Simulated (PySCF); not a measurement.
# Structure from NMR data

The spectra below were simulated for a compound C₃H₄Cl₂OSi.

1H NMR (500 MHz, computed): δ 7.31 (s, 1H), 4.47 (s, 3H).

13C{1H} NMR (computed): δ 170.7, 161.9, 139.1.

[PySCF 2.14.0 with density-fitted response routines: shielding tensors at PBE0/pcSseg-1 (GIAO); geometry from GFN2-xTB; non-relativistic; no solvent model; one computed conformer; fast rotation and ring inversion assumed for equivalent nuclei]

Scale: TMS for 1H (σref 31.72) and 13C (σref 186.93) (reference shieldings calculated alike).

Propose a structure and justify it.

## Answers


1. Rings plus π bonds: 2 (no ring in the answer).
2. 3 carbon signals for 3 carbons: no two carbons are equivalent.
3. Carbon types of the structure: 2 × C, 1 × CH, leaving 3 H on heteroatoms.
4. δC 170.7: carbonyl carbon.
5. δC 161.9: β carbon of a C=C–C=O unit; conjugation with the carbonyl draws π density from the β position.
6. δC 139.1: α carbon of a C=C–C=O unit; the olefinic region.
7. δH 7.31: hydrogen on a β carbon of a C=C–C=O unit; a vinylic proton, deshielded by the sp2 carbon and the C=C anisotropy.
8. δH 4.47: hydrogen on a silicon bonded to C.

Structure: `InChI=1S/C3H4Cl2OSi/c4-1-2(7)3(5)6/h1H,7H3/b2-1+`.

The data come from this structure; uniqueness wasn't tested.

Carbons that carry Cl, above all several Cl atoms, come out too deshielded, partly because spin–orbit coupling is missing. Shifts are as computed. Against solution values, carbons near 30 ppm lie about +3 ppm off and those near 130 ppm about +5 ppm; carbons on Cl a further +6 ppm. Of 1211 compounds with measured shifts, 218 miss one by over three times the rms of a fit or turn the order of signals round; such compounds aren't used in these exercises. Multiplicities follow the n + 1 count of equivalent neighbours, as no J values were calculated; m marks all less simple cases, F and P coupling included.
